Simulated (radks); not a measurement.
Values are calculated unless marked as measured or tabulated.
Numerical settings for the oxygen ion O5+, [He] 2s1. Code: a radial shooting solver on a logarithmic mesh with Libxc functionals. Model: scalar-relativistic Kohn-Sham, LDA (Slater exchange, Perdew-Wang correlation), spin-polarised, spherical densities, point nucleus; open shells are filled with parallel spins first. The defaults (mesh step 0.008 in ln r, mesh end at 40 bohr or more with all orbitals vanishing there, Anderson mixing 0.5 over 9 steps, residual threshold near 1e-9 with the energy settled to 1e-9 hartree or 1e-11 of itself, here a cap of 93 iterations) give E = -63.7401 hartree and 2s at -127.60 eV in 13 iterations. Run on one thread of a shared host, so times are rough (Arm Neoverse V2): 0.04 s of CPU time, 0.04 s wall, 13 iterations on 2476 mesh points. Changes against that run (0 stands for a change within the tolerance of the run):

[
 {"setting": "mesh step in ln r 0.02", "iterations": "13", "converged": "yes", "E (mhartree)": "0", "e(2s) (meV)": "0", "CPU (s)": "0.02"},
 {"setting": "mesh step in ln r 0.05", "iterations": "13", "converged": "yes", "E (mhartree)": "0", "e(2s) (meV)": "0", "CPU (s)": "0.01"},
 {"setting": "mesh step in ln r 0.2", "iterations": "93", "converged": "no", "E (mhartree)": "-3.19e+05", "e(2s) (meV)": "-", "CPU (s)": "0.06"},
 {"setting": "mesh end (bohr) 8", "iterations": "13", "converged": "yes", "E (mhartree)": "0", "e(2s) (meV)": "0", "CPU (s)": "0.04"},
 {"setting": "mesh end (bohr) 3", "iterations": "13", "converged": "yes", "E (mhartree)": "+0.707", "e(2s) (meV)": "+31.3", "CPU (s)": "0.04"},
 {"setting": "residual threshold 0.01", "iterations": "8", "converged": "yes", "E (mhartree)": "0", "e(2s) (meV)": "+0.0109", "CPU (s)": "0.03"},
 {"setting": "residual threshold 1e-13", "iterations": "16", "converged": "yes", "E (mhartree)": "0", "e(2s) (meV)": "0", "CPU (s)": "0.05"},
 {"setting": "mixing 0.01", "iterations": "15", "converged": "yes", "E (mhartree)": "0", "e(2s) (meV)": "0", "CPU (s)": "0.05"},
 {"setting": "linear mixing, mixing 1", "iterations": "11", "converged": "yes", "E (mhartree)": "0", "e(2s) (meV)": "0", "CPU (s)": "0.03"},
 {"setting": "linear mixing, mixing 0.2", "iterations": "90", "converged": "yes", "E (mhartree)": "0", "e(2s) (meV)": "0", "CPU (s)": "0.21"},
 {"setting": "mixing history 20", "iterations": "18", "converged": "yes", "E (mhartree)": "0", "e(2s) (meV)": "0", "CPU (s)": "0.06"},
 {"setting": "iteration cap 5", "iterations": "5", "converged": "no", "E (mhartree)": "0", "e(2s) (meV)": "+2.42", "CPU (s)": "0.02"}
]

No run marked as converged misses the energy by more than 1 mhartree. A mesh that ends early acts as a hard wall.
